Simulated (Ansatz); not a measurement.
Scan of the B1–H6 bond length

C₃H₈BN (SMILES BN(C)C=C), closed shell, at its PBE0-D4/def2-TZVP minimum:

```xyz
13
angstrom
B -0.1594 0.3705 -1.8510
N 0.0383 0.1249 -0.4883
C 1.2884 0.4266 0.1787
C -0.9699 -0.4279 0.3008
C -0.8941 -0.7033 1.6003
H -1.2179 0.0955 -2.3332
H 0.7325 0.8457 -2.4887
H 1.7260 -0.4793 0.6089
H 1.1312 1.1451 0.9888
H 1.9831 0.8497 -0.5429
H -1.8780 -0.6303 -0.2556
H -0.0098 -0.5186 2.1956
H -1.7500 -1.1335 2.1017
```

The bond length B1–H6 (1.195 Å at the minimum) is set to the values below, the two halves moving rigidly along the bond. Each method's energies count from its own value at the PBE0-D4 minimum structure. Program: Ansatz 0.2.0. Basis: def2-TZVPP. Cores are frozen in the correlated methods. B3LYP uses VWN-RPA correlation.

CCSD(T) energies along the scan:
| bond length (Å) | CCSD(T) (kJ/mol) |
| --- | --- |
| 1.076 | 19.4 |
| 1.100 | 11.8 |
| 1.135 | 4.3 |
| 1.176 | 0.4 |
| 1.221 | 0.8 |
| 1.270 | 5.8 |
| 1.322 | 15.2 |
| 1.377 | 28.6 |
| 1.434 | 45.1 |
They count from the CCSD(T) energy at the PBE0-D4 minimum.

Minimum and curvature along this coordinate at CCSD(T): A fifth-order fit through the nearest points gives 1.194 Å, with a curvature of about 24 eV/Å².

Q: Treat the two halves as rigid bodies and work out the harmonic wavenumber of this stretch from that curvature (ν̃ = 521.5 √(k/μ) cm⁻¹ with k in eV/Å² and μ in u).

A: The halves weigh 67.91 and 1.01 u, so μ = 67.91 × 1.01/68.92 = 0.995 u and ν̃ = 521.5 √(24/0.995) ≈ 2600 cm⁻¹. A true normal mode mixes in other motions, so this is a guide only.

Largest difference from the CCSD(T) curve over the scan: PBE-D4 5.0; r2SCAN-D4 0.4; B3LYP-D4 1.5; HF 4.6 kJ/mol. Each curve counts from its own value at the minimum.

No T1 diagnostic of these runs exceeds 0.014.

For scale, one of the runs: CCSD(T)/def2-TZVPP, 267 basis functions (an equivalent command: `ansatz run in.yaml --threads 8`). Time: 46 s of wall clock on 8 CPU threads; the host was shared. Peak host memory: 7.6 GiB.
